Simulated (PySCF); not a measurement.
IPb, doublet, at a GFN2-xTB geometry (such geometries of metal compounds can be far from the true shape) (the spin is typed, not shown lowest) (core potentials on I, Pb). Base run: PySCF with DF-R2SCAN/def2-SVP.

Here is a job for PySCF.
```python
from pyscf import gto, scf, dft

mol = gto.M(
    atom='''
Pb   -0.000000   -0.000000   -1.094024
I     0.000000    0.000000    1.692641
''',
    basis='def2-svp',
    ecp={'I': 'def2-svp', 'Pb': 'def2-svp'},
    charge=0,
    spin=1,
    verbose=4,
)

mf = dft.UKS(mol)
mf.xc = 'r2scan'
mf = mf.density_fit(auxbasis='def2-universal-jkfit')
mf.kernel()
```

Each row names what was changed in the base input (with any setting that the change needs).

```tsv
change	basis functions	E (Eh)	HOMO (eV)	dipole (D)	core-seconds (rough)
base	52	-490.81834	-4.17	3.04	6
basis = LANL2DZ	(withheld)	(withheld)	(withheld)	(withheld)	4
basis = def2-SV(P)	52	-490.81834	-4.17	3.04	10
basis = def2-SVPD	(withheld)	(withheld)	-4.21	2.96	10
basis = def2-TZVPP	100	-490.83364	-4.20	2.96	20
basis = def2-TZVP	100	-490.83364	-4.20	2.96	20
basis = def2-TZVPD	115	-490.83399	-4.21	2.93	20
basis = def2-QZVP	164	-490.83633	-4.22	2.93	40
basis = def2-QZVPP	164	-490.83633	-4.22	2.93	30
```

Q: Complete the blanks.

A: 
- basis = LANL2DZ, basis functions: 16
- basis = LANL2DZ, E (Eh): -14.89548
- basis = LANL2DZ, HOMO (eV): -4.31
- basis = LANL2DZ, dipole (D): 3.53
- basis = def2-SVPD, basis functions: 67
- basis = def2-SVPD, E (Eh): -490.82025

Totals compare only among sets that treat the same electrons; sets with core potentials leave the core out.

Open shells are given as the SCF converged; they aren't shown to be the lowest states, and a large step between rows can be another state.
